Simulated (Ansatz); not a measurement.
`C[O][Mo](=[O])([F])=[S]` + HCl → `[O]=[Mo]([F])(=[S])[Cl]` + CH₃OH at 400 K and 1 bar (ligand exchange at a Mo–O bond).

Computed with Ansatz on PBE0-D4/def2-TZVP structures; ΔE is electronic, products minus reactants. CCSD(T)/CBS adds triple-zeta CCSD(T) − MP2 to the extrapolated MP2 energy (def2 sets, frozen cores). This one scheme is used for every species. Elements past krypton have def2 core potentials. For Mo outer-core shells are correlated without core-valence functions, which leaves a few kJ/mol of doubt a bond. One conformer a species, not always the lowest.

```json
{"species": "`C[O][Mo](=[O])([F])=[S]`", "CCSD(T)/CBS energy (Eh)": "-756.05596", "H − E (kJ/mol)": "165.6", "S (J/(mol·K))": "421.3"}
{"species": "HCl", "CCSD(T)/CBS energy (Eh)": "-460.38127", "H − E (kJ/mol)": "29.6", "S (J/(mol·K))": "195.4"}
{"species": "`[O]=[Mo]([F])(=[S])[Cl]`", "CCSD(T)/CBS energy (Eh)": "-1100.82483", "H − E (kJ/mol)": "51.0", "S (J/(mol·K))": "370.2"}
{"species": "CH₃OH", "CCSD(T)/CBS energy (Eh)": "-115.61712", "H − E (kJ/mol)": "151.2", "S (J/(mol·K))": "252.6"}
```

H − E and S are ideal-gas, rigid-rotor, harmonic terms from PBE0-D4/def2-TZVP, for one conformer and one mirror image of each species. 1 Eh = 2625.50 kJ/mol, R = 8.31446 J/(mol·K).

Task: By hand: ΔE, ΔH, ΔS and ΔG.

Result: ΔE = (-1100.82483) + (-115.61712) − (-756.05596) − (-460.38127) = -0.00472 Eh = -12.4 kJ/mol. Δ(H − E) = 51.0 + 151.2 − 165.6 − 29.6 = 7.0, so ΔH = -5.4 kJ/mol. ΔS = 370.2 + 252.6 − 421.3 − 195.4 = 6.1 J/(mol·K). ΔG = -5.4 − 400 × (6.1)/1000 = -7.8 kJ/mol.

Task: By hand: the equilibrium constant, and the temperature at which ΔG would vanish if ΔH and ΔS stayed fixed.

Result: log₁₀ K = −ΔG/(RT ln 10) = 1.0. ΔH and −TΔS have one sign here, so there is no such temperature. One of them is within its doubt of zero, so this could turn.

TΔS isn't small against ΔH here. A doubt of 5 kJ/mol in ΔE shifts log₁₀ K by 0.7 here. Other conformers and mirror images would add mixing entropy, several J/(mol·K) or more a flexible species. Modes under 60 cm⁻¹, often nearly free rotors, make the harmonic entropy too high. These are equilibria of isolated gas molecules and say nothing of rates. Largest T1 diagnostic: 0.024 (customary marks: 0.02 for closed shells, 0.045 for open ones).
